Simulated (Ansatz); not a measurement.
Reaction (hydrogenolysis of the Sn–Cl bond): `[NH2][SnH]([F])[Cl]` + H₂ → `[NH2][SnH2][F]` + HCl

Computed with Ansatz on PBE0-D4/def2-TZVP structures; ΔE is electronic, products minus reactants. CCSD(T)/CBS adds triple-zeta CCSD(T) − MP2 to the extrapolated MP2 energy (def2 sets, frozen cores). This one scheme is used for every species. DFT in def2-TZVPP. def2 core potentials past Kr. For Sn outer-core shells are correlated without core-valence functions, which leaves a few kJ/mol of doubt a bond. Each species was taken in one conformer, which may not be the lowest.

| level | ΔE (eV) |
| --- | --- |
| r2SCAN-D4 | 0.81 |
| B2PLYP | 0.74 |
| PBE | 0.72 |
| PBE0 | 0.70 |
| HF/def2-TZVPP | 0.68 |
| MP2/def2-TZVPP | 0.78 |
| CCSD/def2-TZVPP | 0.66 |
| CCSD(T)/def2-TZVPP | 0.69 |

(1) What does CCSD(T)/CBS give? (An estimate is asked.)

Largest T1 diagnostic among the species: 0.013.

Answers

(1) The calculation gave: +0.79 eV. The listed levels differ from it by 0.02, -0.05, -0.07, -0.09, -0.11, -0.01, -0.13, -0.10 eV.

The D4 term adds +0.07 eV with B3LYP and +0.04 eV with PBE0; it sums over pairs of atoms, weighted by their polarisabilities, and B3LYP, whose exchange is more repulsive, gets the larger term.

B3LYP here is the variant with VWN-RPA as its local correlation; programs differ in this.
